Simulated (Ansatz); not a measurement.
Ansatz (a quantum-chemistry and plane-wave program) input (PBE0/def2-TZVPD):

Ansatz 0.2 input:
```yaml
crystal:
  periodic: [false, false, false]
  atoms:
    - {symbol: Hg, position_ang: [0.00000000, 0.00000000, 0.00000000]}
    - {symbol: Br, position_ang: [0.00000000, 0.00000000, 2.42485796]}
    - {symbol: Br, position_ang: [-0.00000000, -0.00000000, -2.42485796]}
basis:
  gaussian:
    orbitals: def2-TZVPD
hamiltonian:
  xc: {name: PBE0}
total_charge: -1
magnetization: {spin_polarized: true, initial_magnetization: 1}
```

Output:

```
Functional definition: PBE0
integrals: 0.15 GiB planned
1101 factors; integrals over basis functions are off by at most 7.1e-4 eV
mean field: 1.56 GiB planned
mean field evaluation 1: about -144255.1525 eV, gradient 1.8e1 eV
mean field evaluation 2: about -144254.6723 eV, gradient 2.1e1 eV
mean field evaluation 4: about -144256.2522 eV, gradient 6.4e-1 eV
mean field evaluation 8: about -144256.4059 eV, gradient 1.1e-1 eV
mean field evaluation 16: about -144256.4060 eV, gradient 7.2e-5 eV
mean field -144256.40600180 eV, -5301.3251400624 hartree, gradient 1.4e-5 eV, S^2 0.752202; 0 other end points of the search recorded, 0 dependent functions left out
reference -144256.40604127 eV, -5301.3251415127 hartree; 46, 45 occupied and 114, 115 virtual orbitals, 1101 factors
Total energy: -144256.40604127 eV, -5301.3251415127 hartree
```

This state (charge -1, doublet) is run at the relaxed geometry of the species with charge 0 and multiplicity 1.
